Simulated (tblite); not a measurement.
C₄H₁₂NPSi₂.
Cartesian coordinates in Å at the GFN2-xTB level; atoms count from 1:
```
atom  x, y, z in Å
C1     3.754    0.966    0.310
C2     2.573    0.806    0.148
Si3    0.750    0.575   -0.197
N4    -0.188    2.005    0.033
P5     0.392   -0.009   -2.345
C6     0.118   -0.776    0.994
C7    -1.066   -1.575    0.455
Si8   -2.697   -0.602    0.333
H9     4.786    1.103    0.470
H10   -0.251    2.416    0.949
H11   -0.190    2.721   -0.675
H12    1.230   -1.111   -2.298
H13    1.401    0.792   -2.852
H14   -0.153   -0.314    1.945
H15    0.944   -1.459    1.210
H16   -0.808   -1.966   -0.534
H17   -1.223   -2.448    1.096
H18   -2.957    0.045    1.625
H19   -2.643    0.400   -0.728
H20   -3.776   -1.559    0.058
```

Calculated harmonic vibrations of the isolated species, GFN2-xTB (tblite), most abundant isotopes, no scaling. Errors from tens to a few hundred cm⁻¹ against measured bands are possible. Modes of hydrogen on phosphorus and silicon can be 10 to 20 % off. One conformer, not necessarily the lowest.

Harmonic wavenumbers (cm⁻¹): 33.6, 58.5, 79.1, 85.6, 106.0, 121.1, 142.2, 161.2, 171.5, 198.3, 231.5, 280.4, 292.2, 340.6, 434.4, 458.2, 502.3, 552.1, 624.7, 660.6, 676.5, 680.6, 688.9, 696.0, 722.3, 765.9, 783.9, 787.3, 791.7, 804.2, 837.0, 901.4, 1080.7, 1087.7, 1156.8, 1167.8, 1290.3, 1310.1, 1482.6, 1493.8, 1511.0, 2192.2, 2219.0, 2228.7, 2284.8, 2293.8, 2375.3, 2928.5, 2942.3, 2952.7, 2980.3, 3346.3, 3477.6, 3515.9.

A = 1653, B = 709.4, C = 632.1 MHz; mass 161.025 u (most abundant isotopes); point group C1, symmetry number 1.

Q: What is the zero-point energy?

A: Half the sum of the wavenumbers: 30994 cm⁻¹ = 88.62 kcal/mol.

Q: What is S at 273.15 K and 1 bar for an ideal gas of classical rigid rotors and harmonic oscillators?

A: Translation 40.73, rotation 30.19, vibration 43.36: S = 114.3 cal/(mol K).

Q: And Cp and H(273.15 K) − H(0)?

A: Cp = 48.50 cal/(mol K), of which vibrations give 40.55 (their classical limit is 54 R = 107.3); H(273.15 K) − H(0) = 8.23 kcal/mol without the zero-point energy, 6.05 from vibrations.

Q: Blend soft modes into free rotors: weight 1/[1 + (100 cm⁻¹/ν̃)⁴] for the oscillator and the rest for a rotor with moment μB/(μ + B), μ = h/(8π²ν), B = 10⁻⁴⁴ kg m². What vibrational entropy results?

A: 39.59 cal/(mol K) in place of 43.36, which changes −T·S at 273.15 K by +1.03 kcal/mol.

Q: What must be added to the electronic energy to get the Gibbs energy at 273.15 K and 1 bar?

A: ZPE + [H(273.15 K) − H(0)] − T·S = 88.62 + 8.23 − 31.22 = 65.63 kcal/mol.

Q: How do the functions run with temperature in this model?

A: 
```json
{"T (K)": "150", "S (cal/(mol K))": "90.2", "Cp (cal/(mol K))": "33.0", "H − H(0) (kcal/mol)": "3.18", "G − H(0) (kcal/mol)": "-10.35", "ln q(vib)": "5.42"}
{"T (K)": "250", "S (cal/(mol K))": "110.1", "Cp (cal/(mol K))": "45.8", "H − H(0) (kcal/mol)": "7.13", "G − H(0) (kcal/mol)": "-20.39", "ln q(vib)": "9.72"}
{"T (K)": "298.15", "S (cal/(mol K))": "118.7", "Cp (cal/(mol K))": "51.3", "H − H(0) (kcal/mol)": "9.47", "G − H(0) (kcal/mol)": "-25.90", "ln q(vib)": "11.68"}
{"T (K)": "400", "S (cal/(mol K))": "135.1", "Cp (cal/(mol K))": "61.0", "H − H(0) (kcal/mol)": "15.21", "G − H(0) (kcal/mol)": "-38.85", "ln q(vib)": "15.66"}
{"T (K)": "600", "S (cal/(mol K))": "162.6", "Cp (cal/(mol K))": "74.5", "H − H(0) (kcal/mol)": "28.86", "G − H(0) (kcal/mol)": "-68.72", "ln q(vib)": "22.80"}
{"T (K)": "900", "S (cal/(mol K))": "195.5", "Cp (cal/(mol K))": "87.3", "H − H(0) (kcal/mol)": "53.28", "G − H(0) (kcal/mol)": "-122.63", "ln q(vib)": "32.11"}
```

q(vib) and H(0) count from the zero-point level.

Q: Which modes carry the vibrational entropy at 273.15 K?

A: 33.6 cm⁻¹: 5.43; 58.5 cm⁻¹: 4.33; 79.1 cm⁻¹: 3.74; 85.6 cm⁻¹: 3.59; 106.0 cm⁻¹: 3.17; 121.1 cm⁻¹: 2.91 cal/(mol K); the other 48 give 20.19 together.

Hindered rotation and anharmonicity are outside this model. Other conformers, if any are populated, would add a mixing term that is left out. The structure is chiral; the term R ln 2 for an equal mix with its mirror image is left out.
